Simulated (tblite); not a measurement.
Compound: C6H10NP.
Geometry (GFN2-xTB, Å), atoms numbered from 1 in this order:
```
atom  x, y, z in Å
C1     2.6883   -1.6162    0.2563
C2     2.2422   -0.5051    0.2447
C3     1.6845    0.8214    0.2136
P4     0.1076    0.8727   -0.7991
N5    -0.3920    2.4177   -0.2079
C6    -0.9449   -0.1035    0.3412
C7    -1.0009   -1.5913    0.1630
C8    -2.1782   -0.7574   -0.2155
H9     3.0892   -2.5850    0.2762
H10    2.4001    1.5127   -0.2443
H11    1.4439    1.1710    1.2224
H12   -1.3706    2.5715   -0.4350
H13    0.1396    3.1610   -0.6537
H14   -0.9949    0.2962    1.3500
H15   -1.0623   -2.2063    1.0482
H16   -0.4086   -2.0264   -0.6283
H17   -3.0619   -0.7959    0.4045
H18   -2.3897   -0.6309   -1.2681
```

Method: GFN2-xTB as coded in tblite; computed harmonic values from a numerical Hessian at the method's own geometry, unscaled. This tight-binding method is rough: wavenumbers can miss measured ones by several per cent, in bad cases by 10 to 20. One conformer, not necessarily the lowest.

Harmonic wavenumbers (cm⁻¹): 43.7, 58.9, 114.4, 151.7, 193.0, 208.7, 256.0, 291.6, 320.0, 334.9, 400.0, 619.6, 634.3, 663.5, 716.7, 781.4, 797.0, 809.3, 833.4, 864.2, 922.5, 965.8, 994.4, 1008.4, 1027.2, 1066.7, 1067.7, 1083.6, 1087.1, 1150.8, 1171.2, 1204.7, 1332.9, 1398.6, 1436.9, 1482.3, 1487.4, 2286.8, 2916.5, 2925.8, 2990.5, 3071.6, 3079.4, 3083.9, 3098.2, 3353.9, 3376.2, 3399.6.

A = 2092, B = 1544, C = 965.5 MHz; mass 127.055 u (most abundant isotopes); point group C1, symmetry number 1.

Question: What is the zero-point energy?

Answer: Half the sum of the wavenumbers: 31281 cm⁻¹ = 89.44 kcal/mol.

Question: What is S at 400 K and 1 bar for an ideal gas of classical rigid rotors and harmonic oscillators?

Answer: Translation 41.92, rotation 29.90, vibration 40.18: S = 112.0 cal/(mol K).

Question: And Cp and H(400 K) − H(0)?

Answer: Cp = 48.33 cal/(mol K), of which vibrations give 40.38 (their classical limit is 48 R = 95.4); H(400 K) − H(0) = 11.47 kcal/mol without the zero-point energy, 8.29 from vibrations.

Question: Blend soft modes into free rotors: weight 1/[1 + (100 cm⁻¹/ν̃)⁴] for the oscillator and the rest for a rotor with moment μB/(μ + B), μ = h/(8π²ν), B = 10⁻⁴⁴ kg m². What vibrational entropy results?

Answer: 36.92 cal/(mol K) in place of 40.18, which changes −T·S at 400 K by +1.30 kcal/mol.

Question: How do the functions run with temperature in this model?

Answer: 
| T (K) | S (cal/(mol K)) | Cp (cal/(mol K)) | H − H(0) (kcal/mol) | G − H(0) (kcal/mol) | ln q(vib) |
| --- | --- | --- | --- | --- | --- |
| 100 | 69.7 | 19.1 | 1.32 | -5.65 | 1.83 |
| 200 | 85.9 | 28.7 | 3.72 | -13.47 | 4.52 |
| 300 | 99.5 | 38.9 | 7.10 | -22.75 | 7.17 |
| 500 | 123.6 | 56.0 | 16.70 | -45.12 | 12.38 |
| 800 | 153.7 | 71.4 | 36.04 | -86.89 | 19.74 |
| 1000 | 170.3 | 78.1 | 51.02 | -119.33 | 24.24 |

q(vib) and H(0) count from the zero-point level.

Question: Which modes carry the vibrational entropy at 400 K?

Answer: 43.7 cm⁻¹: 5.67; 58.9 cm⁻¹: 5.07; 114.4 cm⁻¹: 3.77; 151.7 cm⁻¹: 3.22; 193.0 cm⁻¹: 2.75; 208.7 cm⁻¹: 2.60 cal/(mol K); the other 42 give 17.11 together.

Hindered rotation and anharmonicity are outside this model. Other conformers, if any are populated, would add a mixing term that is left out. The structure is chiral; the term R ln 2 for an equal mix with its mirror image is left out.
